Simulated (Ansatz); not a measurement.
SbI₃. The state is a triplet with charge 0. Geometry PBE-D4/def2-SVP, that of the neutral singlet; atoms count from 1.

```xyz
4

Sb    0.3743   -0.6115   -0.6249
I     0.2723    2.0515   -1.3621
I     1.6024   -0.4108    1.8443
I    -2.2491   -1.0292    0.1427
```

In the def2 sets I, Sb take a core potential; there is no spin–orbit coupling. At PBE0-D4/def2-TZVP a singlet of charge 0 lies 3.02 eV below the triplet at the same geometry.

Q: Estimate the Mulliken populations from the PBE0/def2-TZVP orbitals of Ansatz.

A: 
| atom | charge (e) | spin (α − β) |
| --- | --- | --- |
| Sb1 | 0.39 | 0.74 |
| I2 | -0.13 | 0.42 |
| I3 | -0.13 | 0.42 |
| I4 | -0.13 | 0.42 |
Mulliken values depend strongly on the basis.

Q: Where does the spin sit?

A: Summed by element: Sb 0.74, I 1.26, of 2 unpaired in all. Largest on single atoms: Sb1 0.74, I4 0.42, I2 0.42.

Q: And the Mayer bond orders between heavy atoms (over 0.3)?

A: Sb1–I2 0.93 (2.77 Å); Sb1–I3 0.94 (2.77 Å); Sb1–I4 0.93 (2.77 Å).
